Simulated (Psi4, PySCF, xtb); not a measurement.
Two rigid molecules brought together: H2 ··· Na+ (SMILES [H][H] and [Na+]) (charge +1), singlet. Monomers: optimised at B3LYP-D3(BJ) (def2-TZVP), held rigid. Orientation: lowest of the rigid-body minima from ten starts at GFN2-xTB. Only R, the distance of the centres of mass, is varied, so the lowest point isn't the relaxed dimer. The table gives interaction energies.

```
R / Å      A      B      C
-----  -----  -----  -----
2.76   -0.10  -2.04  -9.54
2.93   -0.25  -1.85  -8.90
3.13   -0.26  -1.54  -8.23
3.48   -0.15  -1.05  -7.04
3.75   -0.07  -0.76  -6.05
4.29    0.03  -0.40  -4.09
4.95    0.06  -0.19  -2.18
5.99    0.07  -0.06  -0.63
7.27    0.05   0.00  -0.12
```

Energies in kcal/mol.

### Question
Assign the columns to these levels of theory: GFN1-xTB run with xtb; restricted LDA (SVWN5)/6-31G*, spherical d, no counterpoise correction (PySCF 2.14.0); SAPT0/jun-cc-pVDZ, all electrons correlated in Psi4.

### Answer
A is SAPT0/jun-cc-pVDZ; B is RKS-LDA (SVWN5)/6-31G*; C is GFN1-xTB.
